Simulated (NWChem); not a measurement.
All runs are NWChem calculations. System: H₃GaO, charge 0, spin multiplicity 1, at a geometry optimised with PBE/def2-SVP. The structure started from a generated list of species. Level: RHF/3-21G.

NWChem printed:

```
             Northwest Computational Chemistry Package (NWChem) 7.3.0
             --------------------------------------------------------

                                NWChem Input Module
                                -------------------

 Scaling coordinates for geometry "geometry" by  1.889725989
 (inverse scale =  0.529177249)

 Turning off AUTOSYM since
 SYMMETRY directive was detected!

                             Geometry "geometry" -> ""
                             -------------------------

 Output coordinates in angstroms (scale by  1.889725989 to convert to a.u.)

  No.       Tag          Charge          X              Y              Z
 ---- ---------------- ---------- -------------- -------------- --------------
    1 Ga                  31.0000     0.33495900    -0.14455700     0.00000000
    2 H                    1.0000     1.51460800     0.89006200     0.00000000
    3 H                    1.0000     0.37919500    -1.72328100     0.00000000
    4 O                    8.0000    -1.28206100     0.66113900     0.00000000
    5 H                    1.0000    -2.02105400     0.02538100     0.00000000

 Effective nuclear repulsion energy (a.u.)     108.2454309527

            Nuclear Dipole moment (a.u.)
            ----------------------------
        X                 Y               Z
 ---------------- ---------------- ----------------
    -0.0000188973     0.0000132281     0.0000000000

      Symmetry information
      --------------------

 Group name             Cs
 Group number              2
 Group order               2
 No. of unique centers     5

      Symmetry unique atoms

     1    2    3    4    5


 Summary of "ao basis" -> "" (spherical)
 ------------------------------------------------------------------------------
       Tag                 Description            Shells   Functions and Types
 ---------------- ------------------------------  ------  ---------------------
 *                           3-21g                    on all atoms

 Summary of "ao basis" -> "ao basis" (spherical)
 ------------------------------------------------------------------------------
       Tag                 Description            Shells   Functions and Types
 ---------------- ------------------------------  ------  ---------------------
 Ga                          3-21g                  10       22   5s4p1d
 H                           3-21g                   2        2   2s
 O                           3-21g                   5        9   3s2p

                                 NWChem SCF Module
                                 -----------------

  ao basis        = "ao basis"
  functions       =    37
  atoms           =     5
  closed shells   =    21
  open shells     =     0
  charge          =   0.00
  wavefunction    = RHF
  use symmetry    = T
  symmetry adapt  = T

 Summary of "ao basis" -> "ao basis" (spherical)
 ------------------------------------------------------------------------------
       Tag                 Description            Shells   Functions and Types
 ---------------- ------------------------------  ------  ---------------------
 Ga                          3-21g                  10       22   5s4p1d
 H                           3-21g                   2        2   2s
 O                           3-21g                   5        9   3s2p

      Symmetry analysis of basis
      --------------------------

        a'         29
        a"          8

 Forming initial guess at       0.0s

      Superposition of Atomic Density Guess
      -------------------------------------

 Sum of atomic energies:       -1989.65187309

      Non-variational initial energy
      ------------------------------

 Total energy =   -1989.831215
 1-e energy   =   -2995.809837
 2-e energy   =     897.733191
 HOMO         =      -0.349687
 LUMO         =       0.008960

      Symmetry analysis of molecular orbitals - initial
      -------------------------------------------------

  Numbering of irreducible representations:

     1 a'          2 a"

  Orbital symmetries:

     1 a'          2 a'          3 a'          4 a'          5 a"
     6 a'          7 a'          8 a'          9 a'         10 a"
    11 a'         12 a'         13 a'         14 a'         15 a"
    16 a"         17 a'         18 a'         19 a"         20 a'
    21 a'         22 a"         23 a'         24 a'         25 a'
    26 a'         27 a'         28 a"         29 a'         30 a'
    31 a'

 Starting SCF solution at       0.1s

 ----------------------------------------------
         Quadratically convergent ROHF

 Convergence threshold     :          1.000E-07
 Maximum no. of iterations :          100
 Final Fock-matrix accuracy:          1.000E-09
 ----------------------------------------------

              iter       energy          gnorm     gmax       time
             ----- ------------------- --------- --------- --------
                 1    -1989.9656254023  1.06D+00  3.93D-01      0.1
                 2    -1990.0270815095  2.36D-01  7.87D-02      0.1
                 3    -1990.0329903938  1.46D-02  5.57D-03      0.1
                 4    -1990.0330188236  8.24D-05  2.67D-05      0.1
                 5    -1990.0330188246  2.28D-09  8.24D-10      0.1

       Final RHF  results
       ------------------

         Total SCF energy =  -1990.033018824564
      One-electron energy =  -2995.584271295119
      Two-electron energy =    897.305821517823
 Nuclear repulsion energy =    108.245430952732

        Time for solution =      0.0s

       Symmetry analysis of molecular orbitals - final
       -----------------------------------------------

  Numbering of irreducible representations:

     1 a'          2 a"

  Orbital symmetries:

     1 a'          2 a'          3 a"          4 a'          5 a'
     6 a'          7 a'          8 a"          9 a'         10 a'
    11 a'         12 a'         13 a"         14 a"         15 a'
    16 a'         17 a'         18 a'         19 a'         20 a"
    21 a'         22 a"         23 a'         24 a'         25 a'
    26 a'         27 a"         28 a'         29 a'         30 a'
    31 a'

             Final eigenvalues
             -----------------

              1
    1 -376.4372
    2  -47.9680
    3  -42.2279
    4  -42.2259
    5  -42.2258
    6  -20.4118
    7   -6.3557
    8   -4.4333
    9   -4.4287
   10   -4.4277
   11   -1.2763
   12   -1.1132
   13   -1.1128
   14   -1.1120
   15   -1.1081
   16   -1.0993
   17   -0.6322
   18   -0.5518
   19   -0.4606
   20   -0.4543
   21   -0.4235
   22    0.0582
   23    0.1318
   24    0.1668
   25    0.2084
   26    0.2683
   27    0.3250
   28    0.3628
   29    0.4050
   30    0.4779
   31    1.3084

                       ROHF Final Molecular Orbital Analysis
                       -------------------------------------

 Vector   19  Occ=2.000000D+00  E=-4.606218D-01  Symmetry=a'
              MO Center= -1.5D-01,  6.0D-01, -1.1D-14, r^2= 2.6D+00
   Bfn.  Coefficient  Atom+Function         Bfn.  Coefficient  Atom+Function
  ----- ------------  ---------------      ----- ------------  ---------------
    34      0.335752  4 O  py                11      0.297400  1 Ga px
    30      0.281440  4 O  py                33     -0.270159  4 O  px
    24      0.243775  2 H  s                 29     -0.233814  4 O  px
    23      0.176554  2 H  s

 Vector   20  Occ=2.000000D+00  E=-4.542608D-01  Symmetry=a"
              MO Center= -1.2D+00,  6.2D-01,  1.8D-14, r^2= 8.2D-01
   Bfn.  Coefficient  Atom+Function         Bfn.  Coefficient  Atom+Function
  ----- ------------  ---------------      ----- ------------  ---------------
    35      0.608040  4 O  pz                31      0.487793  4 O  pz

 Vector   21  Occ=2.000000D+00  E=-4.235402D-01  Symmetry=a'
              MO Center=  3.2D-01, -3.2D-01, -2.1D-15, r^2= 3.2D+00
   Bfn.  Coefficient  Atom+Function         Bfn.  Coefficient  Atom+Function
  ----- ------------  ---------------      ----- ------------  ---------------
    26      0.394060  3 H  s                 24     -0.313652  2 H  s
    12     -0.268672  1 Ga py                34      0.262568  4 O  py
    30      0.209058  4 O  py                25      0.202652  3 H  s
    23     -0.165244  2 H  s

 Vector   22  Occ=0.000000D+00  E= 5.816578D-02  Symmetry=a"
              MO Center=  3.1D-01, -1.3D-01, -2.4D-14, r^2= 5.0D+00
   Bfn.  Coefficient  Atom+Function         Bfn.  Coefficient  Atom+Function
  ----- ------------  ---------------      ----- ------------  ---------------
    17      0.822857  1 Ga pz                13      0.256361  1 Ga pz
    35     -0.249351  4 O  pz

 Vector   23  Occ=0.000000D+00  E= 1.317667D-01  Symmetry=a'
              MO Center= -1.2D-01, -2.4D-01, -1.6D-14, r^2= 6.5D+00
   Bfn.  Coefficient  Atom+Function         Bfn.  Coefficient  Atom+Function
  ----- ------------  ---------------      ----- ------------  ---------------
    15      1.185644  1 Ga px                32      0.535009  4 O  s
    14     -0.411129  1 Ga s                 24     -0.227756  2 H  s

 Vector   24  Occ=0.000000D+00  E= 1.668490D-01  Symmetry=a'
              MO Center=  1.0D+00, -7.2D-01, -3.1D-14, r^2= 4.9D+00
   Bfn.  Coefficient  Atom+Function         Bfn.  Coefficient  Atom+Function
  ----- ------------  ---------------      ----- ------------  ---------------
    14      1.655244  1 Ga s                 26     -0.950831  3 H  s
    24     -0.731965  2 H  s                 16     -0.447173  1 Ga py
    15      0.405453  1 Ga px                10     -0.277616  1 Ga s
    32     -0.159988  4 O  s

 center of mass
 --------------
 x =   0.05270072 y =  -0.00436187 z =   0.00000000

 moments of inertia (a.u.)
 ------------------
          43.650184840351          57.997684713080           0.000000000000
          57.997684713080         144.731450438811           0.000000000000
           0.000000000000           0.000000000000         188.381635279162

  Mulliken analysis of the total density
  --------------------------------------

    Atom       Charge   Shell Charges
 -----------   ------   -------------------------------------------------------
    1 Ga  31    30.10   2.00  2.00  6.00  1.99  5.96  0.73  1.02  0.23  0.23  9.95
    2 H    1     1.22   0.40  0.82
    3 H    1     1.23   0.39  0.83
    4 O    8     8.82   1.99  0.41  2.07  1.49  2.86
    5 H    1     0.63   0.42  0.20

       Multipole analysis of the density wrt the origin
       ------------------------------------------------

     L   x y z        total         open         nuclear
     -   - - -        -----         ----         -------
     0   0 0 0     -0.000000      0.000000     42.000000

     1   1 0 0      0.060355      0.000000     -0.000019
     1   0 1 0     -0.825142      0.000000      0.000013
     1   0 0 1     -0.000000      0.000000      0.000000

     2   2 0 0    -17.466690      0.000000     82.670325
     2   1 1 0      2.043861      0.000000    -27.278167
     2   1 0 1     -0.000000      0.000000      0.000000
     2   0 2 0    -21.363141      0.000000     28.237079
     2   0 1 1      0.000000      0.000000      0.000000
     2   0 0 2    -15.195235      0.000000      0.000000

 Task  times  cpu:        0.1s     wall:        0.1s

 Total times  cpu:        0.1s     wall:        0.1s
```

### Question
Write an NWChem input that would produce this output.

### Answer
One answer among several that fit: 
```
start mol
memory heap 200 mb stack 900 mb global 1100 mb
geometry units angstroms nocenter noautoz
  Ga     0.334959    -0.144557     0.000000
  H      1.514608     0.890062     0.000000
  H      0.379195    -1.723281     0.000000
  O     -1.282061     0.661139     0.000000
  H     -2.021054     0.025381     0.000000
  symmetry group Cs
end
basis spherical
  * library 3-21g
end
scf
  rhf
  nopen 0
  maxiter 100
  thresh 1e-7
  semidirect memsize 60000000 filesize 0
end
task scf energy
```
